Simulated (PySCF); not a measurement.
Molecule: `C1C(F)CCCC1`, C6H11F.

Geometry:
```
atom   x (Å)   y (Å)   z (Å)
  F1   1.778  -0.273   1.178
  C2   1.428  -0.058  -0.150
  C3   0.570  -1.222  -0.614
  C4  -0.763  -1.264   0.126
  C5  -1.505   0.064   0.012
  C6  -0.639   1.222   0.498
  C7   0.694   1.269  -0.243
  H8   2.369  -0.019  -0.725
  H9   1.130  -2.160  -0.475
 H10   0.400  -1.109  -1.699
 H11  -0.567  -1.482   1.189
 H12  -1.382  -2.092  -0.255
 H13  -2.449   0.026   0.580
 H14  -1.785   0.236  -1.044
 H15  -1.169   2.181   0.384
 H16  -0.437   1.099   1.575
 H17   0.530   1.495  -1.311
 H18   1.341   2.066   0.156
```

Geometry PBE0-D3(BJ)/def2-SVP throughout; GIAO in PySCF 2.14.0 with density-fitted response routines, gas phase, one conformer, non-relativistic; equivalent atoms averaged; functional PBE0.

For orientation, def2-TZVP gives these absolute shieldings σ: F1 386.9, C2 96.9, C3/C7 152.6, C4/C6 163.4, H8 26.83, H9/H18 29.56, H13 29.81, H11/H16 29.72, H10/H17 30.18 ppm.

A run gave: F1 385.4, C2 98.8, C3/C7 153.1, C4/C6 164.0, H8 26.85, H9/H18 29.58, H13 29.84, H11/H16 29.76, H10/H17 30.25 ppm (absolute shieldings σ).

**Question.** Which basis set was used in that run?
A. pcSseg-1
B. STO-3G
C. cc-pVDZ
D. 6-311+G(2d,p)

**Answer.** D. C2 tells them apart best: 6-311+G(2d,p) gives 98.8, cc-pVDZ gives 111.2, STO-3G gives 172.2, pcSseg-1 gives 96.3 ppm.
